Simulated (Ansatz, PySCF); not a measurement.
C₄H₁₀N, SMILES [CH2]CN(C)C, multiplicity 2. Atoms are numbered in the order given.

```xyz
15

C     -2.0394    -0.2831     0.0913
C     -0.6467    -0.8046     0.0477
N      0.3365     0.2117    -0.2969
C      0.4611     1.2360     0.7210
C      1.6189    -0.3552    -0.6543
H     -2.3363     0.5052    -0.6055
H     -2.8094    -0.7955     0.6725
H     -0.5768    -1.6024    -0.7233
H     -0.4004    -1.3168     1.0115
H      1.1219     2.0431     0.3673
H      0.8813     0.8474     1.6791
H     -0.5243     1.6722     0.9425
H      2.3045     0.4410    -0.9850
H      1.5027    -1.0687    -1.4855
H      2.1136    -0.8942     0.1885
```
Charge 0, spin multiplicity 2.

Geometry: B3LYP-D3(BJ)/def2-SVP. The isomer is the one that the SMILES or the coordinates give; other isomers of the formula were not compared. The values are those of a single conformer.

Two levels are set side by side: PBE-D3(BJ)/def2-SVP (Ansatz, a program for electronic structure) and B3LYP-D3(BJ)/def2-SVP (Ansatz). Each level has its own optimised geometry; the coordinates shown are those of the second. Frequencies come from the Hessian of PySCF at each geometry. Differences are taken from unrounded values.

| quantity | B3LYP-D3(BJ) |
|---|---|
| mean bond length (Å) | 1.207 |
| bond C1–C2 (Å) | 1.488 |
| bond C2–N3 (Å) | 1.455 |
| bond N3–C4 (Å) | 1.449 |
| bond N3–C5 (Å) | 1.447 |
| bond C1–H6 (Å) | 1.093 |
| bond C1–H7 (Å) | 1.092 |
| bond C2–H8 (Å) | 1.112 |
| bond C2–H9 (Å) | 1.119 |
| bond C4–H10 (Å) | 1.102 |
| bond C4–H11 (Å) | 1.116 |
| bond C4–H12 (Å) | 1.100 |
| bond C5–H13 (Å) | 1.102 |
| bond C5–H14 (Å) | 1.102 |
| bond C5–H15 (Å) | 1.116 |
| highest harmonic wavenumber (cm⁻¹) | 3260 |
| mean harmonic wavenumber (cm⁻¹) | 1497 |
| zero-point energy (kcal/mol) | 83.44 |

Question: What does PBE-D3(BJ) give, and how far is it from B3LYP-D3(BJ)? (Estimate from the structure and the level; the computed values follow.)

Answer: 
| quantity | PBE-D3(BJ) | PBE-D3(BJ) minus B3LYP-D3(BJ) |
|---|---|---|
| mean bond length (Å) | 1.213 | 0.007 |
| bond C1–C2 (Å) | 1.487 | 0.000 |
| bond C2–N3 (Å) | 1.458 | 0.003 |
| bond N3–C4 (Å) | 1.452 | 0.002 |
| bond N3–C5 (Å) | 1.449 | 0.002 |
| bond C1–H6 (Å) | 1.101 | 0.008 |
| bond C1–H7 (Å) | 1.100 | 0.008 |
| bond C2–H8 (Å) | 1.121 | 0.010 |
| bond C2–H9 (Å) | 1.129 | 0.010 |
| bond C4–H10 (Å) | 1.109 | 0.008 |
| bond C4–H11 (Å) | 1.125 | 0.009 |
| bond C4–H12 (Å) | 1.108 | 0.008 |
| bond C5–H13 (Å) | 1.109 | 0.008 |
| bond C5–H14 (Å) | 1.110 | 0.008 |
| bond C5–H15 (Å) | 1.125 | 0.009 |
| highest harmonic wavenumber (cm⁻¹) | 3201 | -59 |
| mean harmonic wavenumber (cm⁻¹) | 1456 | -40 |
| zero-point energy (kcal/mol) | 81.19 | -2.25 |

GGA bonds tend to be longer and softer than those of functionals with exact exchange. Differences between two approximate levels are no errors against the true value.
